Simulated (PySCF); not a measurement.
PySCF input file for Si(Cl)2(H)(SeH) (Cl₂H₂SeSi), SMILES Cl[SiH](Cl)[SeH], PBE/pcSseg-1. Geometry: B3LYP-D3(BJ)/def2-SVP. This is a generated structure with no PubChem entry under its InChIKey; it may be hypothetical. The values are those of a single conformer.

```python
import numpy as np
from pyscf import gto, scf, dft
from pyscf.prop.nmr import rks as nmr

mol = gto.M(
    atom='''
    Si   -0.45273420    0.24799675    0.57316411
    Cl   -2.03489305   -0.82013625   -0.21298295
    Cl   -0.53685073    2.21234913   -0.06923182
    Se    1.42118599   -0.81123147   -0.16954033
    H    -0.56766113    0.26984530    2.04743021
    H     2.30526028    0.17245163    0.49029460
    ''',
    basis='pcSseg-1',
    charge=0,
    spin=0,
    max_memory=1600,
    verbose=3,
)
mf = dft.RKS(mol, xc='pbe')
mf.grids.level = 3
mf.conv_tol = 1e-10
mf.max_cycle = 100
mf.kernel()
n = nmr.NMR(mf)
n.verbose = 2
n.max_cycle_cphf = 60
sigma = n.kernel()
print('atom   isotropic/ppm   span/ppm')
for i, s in enumerate(sigma):
    w = np.linalg.eigvalsh((s + s.T) / 2)
    print(f'{mol.atom_symbol(i):2s}{i + 1:3d} {w.mean():14.3f} {w[2] - w[0]:11.3f}')
```

Output:

```
converged SCF energy = -3611.60004895728
atom   isotropic/ppm   span/ppm
Si  1        291.691      96.213
Cl  2        816.160     274.729
Cl  3        746.652     292.493
Se  4       1868.489     610.867
H   5         24.255       9.629
H   6         29.825      22.768
```

The calculation finished and met its thresholds.

Cost: roughly 17 core-seconds.
